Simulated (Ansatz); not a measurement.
A nudged elastic band was laid between two geometries of BClH$_{5}$NSi (9 atoms, charge 0, multiplicity 1).

Theory: RKS B3LYP/def2-SVP (Ansatz 0.2.0).

| Quantity | Value |
| --- | --- |
| movable images | 7 |
| climbing image | yes |
| spring | 50.0 eV/Å² |
| optimiser | quadratic models (default) |
| start path | through a guess of the saddle point |
| force threshold | 0.05 eV/Å |
| iteration limit | 60 |
| end points | relaxed |

Initial state:

```xyz
9
Properties=species:S:1:pos:R:3
B -0.613 1.377 -0.656
Si 0.441 -0.272 -0.298
N 0.509 -0.759 1.349
Cl -0.853 -1.432 -1.553
H -0.395 2.072 -1.616
H -1.588 1.618 0.013
H 1.808 -0.451 -0.850
H 1.085 -1.542 1.644
H -0.305 -0.657 1.949
```

Final state:

```xyz
9
Properties=species:S:1:pos:R:3
B -0.089 1.364 -0.804
Si -0.134 -0.501 -0.227
N 0.110 -1.086 1.343
Cl -0.153 -2.214 -1.401
H -0.850 1.536 -1.733
H -0.289 2.003 0.215
H 1.096 1.363 -1.145
H 0.235 -2.062 1.599
H 0.163 -0.450 2.136
```

Q: What changes between the two ends?

A: Bonds broken: Si2–H7. Bonds formed: B1–H7.

Q: What energy profile does the band end with?

A: The run converged. The highest image is number 4 of 0 to 8, 0.42 eV above the first end and 0.63 eV above the last; the last end lies 0.21 eV below the first. Another band between the same ends (7 images) ends at a top of the same energy, where a vibrational analysis finds 1 clearly imaginary mode. The orbitals stay closed-shell, which can raise the energy where a bond breaks towards radicals; this wasn't checked here.

```json
{"image": "0", "path coordinate (Å)": "0.00", "energy (eV)": "0.00", "Si2–H7 (Å)": "1.49", "B1–H7 (Å)": "3.04"}
{"image": "1", "path coordinate (Å)": "0.70", "energy (eV)": "0.05", "Si2–H7 (Å)": "1.49", "B1–H7 (Å)": "2.98"}
{"image": "2", "path coordinate (Å)": "1.40", "energy (eV)": "0.12", "Si2–H7 (Å)": "1.49", "B1–H7 (Å)": "2.88"}
{"image": "3", "path coordinate (Å)": "2.11", "energy (eV)": "0.25", "Si2–H7 (Å)": "1.51", "B1–H7 (Å)": "2.58"}
{"image": "4", "path coordinate (Å)": "2.81", "energy (eV)": "0.42", "Si2–H7 (Å)": "1.57", "B1–H7 (Å)": "2.00"}
{"image": "5", "path coordinate (Å)": "3.20", "energy (eV)": "0.21", "Si2–H7 (Å)": "1.71", "B1–H7 (Å)": "1.57"}
{"image": "6", "path coordinate (Å)": "3.58", "energy (eV)": "-0.16", "Si2–H7 (Å)": "1.99", "B1–H7 (Å)": "1.28"}
{"image": "7", "path coordinate (Å)": "3.97", "energy (eV)": "-0.20", "Si2–H7 (Å)": "2.22", "B1–H7 (Å)": "1.25"}
{"image": "8", "path coordinate (Å)": "4.36", "energy (eV)": "-0.21", "Si2–H7 (Å)": "2.41", "B1–H7 (Å)": "1.23"}
```

Q: What is the geometry of the highest image?

A: 
```xyz
9
Properties=species:S:1:pos:R:3
B -0.608 1.374 -0.671
Si 0.018 -0.390 -0.264
N 0.144 -1.062 1.303
Cl -0.026 -1.967 -1.614
H -0.812 1.669 -1.819
H -0.437 2.225 0.167
H 1.203 0.520 -0.754
H 0.693 -1.891 1.502
H -0.086 -0.525 2.132
```

The band took 19 iterations and of the order of 5 core-minutes.

Run time: 2.9 min on 2 threads of Intel(R) Xeon(R) Platinum 8488C (Sapphire Rapids), on a shared host, peak memory 0.21 GiB.
